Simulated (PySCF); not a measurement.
MTa cations for M along the halogens

HF with triple-zeta basis sets in PySCF, for the lowest determinant that a PBE0 search found; no spin–orbit coupling. De refers to high-spin ground-configuration atoms (the charge goes to the atom of lower measured ionisation energy or higher electron affinity, which is not always the lowest computed limit). A positive dipole points towards Ta; it is taken about the centre of mass and depends on that origin.

```csv
M,basis,reference,charged atom,state (unpaired electrons),Re (Å),ωe (cm⁻¹),De (eV),μ (D)
F,def2-TZVPPD,UHF,Ta+,"quartet (σ ↑, δ ↑↑)",1.786,793,n/a,4.51
Cl,def2-TZVPPD,UHF,Ta+,"quartet (σ ↑, δ ↑↑)",2.212,456,n/a,4.57
Br,def2-TZVPPD,UHF,Ta+,"quartet (σ ↑, δ ↑↑)",2.366,304,n/a,5.87
```

The shortest bond is that of TaF⁺ (1.786 Å), the longest that of TaBr⁺ (2.366 Å).

Down a group the atoms grow and get heavier, so bonds lengthen and wavenumbers fall; this series shows no clear exception.

These are scalar-relativistic numbers at best; spin–orbit coupling would shift them, the dissociation energy most. Hartree–Fock leaves out correlation, which carries a large part of most bond energies and some tenths to 1 eV of ionisation energies. With d or f electrons several states lie close, and the lowest PBE0 determinant need not be the measured ground state.
